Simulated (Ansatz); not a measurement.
Method: frozen-core CCSD(T)/cc-pVTZ // B3LYP-D3(BJ)/def2-TZVP (Ansatz, a program for electronic structure).

Ansatz 0.2 input:
```yaml
crystal:
  periodic: [false, false, false]
  atoms:
    - { symbol: O, position_ang: [1.307818, -0.37059, -0.037701] }
    - { symbol: Ga, position_ang: [-0.440027, -0.110319, -0.004259] }
    - { symbol: F, position_ang: [-1.141266, 1.486306, 0.115068] }
    - { symbol: F, position_ang: [-1.538269, -1.454965, -0.089523] }
    - { symbol: H, position_ang: [1.811745, 0.449569, 0.016414] }
basis:
  gaussian: { orbitals: cc-pVTZ }
correlation:
  method: ccsd_t
```

Output:

```
Functional definition: HF
930 factors; integrals over basis functions are off by at most 1.1e-3 eV
mean field evaluation 1: about -59801.8863 eV, gradient 5.2e1 eV
mean field evaluation 2: about -59801.9519 eV, gradient 5.2e1 eV
mean field evaluation 4: about -59806.1393 eV, gradient 1.9e0 eV
mean field evaluation 8: about -59806.1626 eV, gradient 2.7e-1 eV
mean field evaluation 16: about -59801.8856 eV, gradient 5.2e1 eV
mean field -59806.16287352 eV, -2197.8359475287 hartree, gradient 2.3e-6 eV, S^2 0.000000; 0 other end points of the search recorded, 0 dependent functions left out
12 core orbitals not correlated
reference -59806.16287352 eV, -2197.8359475287 hartree; 17, 17 occupied and 118, 118 virtual orbitals, 930 factors
second order -24.66644036 eV of doubles, -0.00000000 eV of singles
cycle   1  -23.80414519 eV  change    8.6e-1 eV  update   1.2e-1
cycle   2  -24.39621036 eV  change   -5.9e-1 eV  update   3.6e-2
cycle   3  -24.52753546 eV  change   -1.3e-1 eV  update   1.8e-2
cycle   4  -24.50933199 eV  change    1.8e-2 eV  update   4.7e-3
cycle   5  -24.50386874 eV  change    5.5e-3 eV  update   1.7e-3
cycle   6  -24.50532456 eV  change   -1.5e-3 eV  update   5.9e-4
cycle   7  -24.50516726 eV  change    1.6e-4 eV  update   1.7e-4
cycle   8  -24.50499406 eV  change    1.7e-4 eV  update   6.4e-5
cycle   9  -24.50502868 eV  change   -3.5e-5 eV  update   2.3e-5
cycle  10  -24.50504905 eV  change   -2.0e-5 eV  update   8.5e-6
perturbative correction -0.86384667 eV, -0.0317457796 hartree
Total energy: -59831.53176924 eV, -2198.7682372507 hartree
```

Cost: about 60 core-seconds (a rough figure).
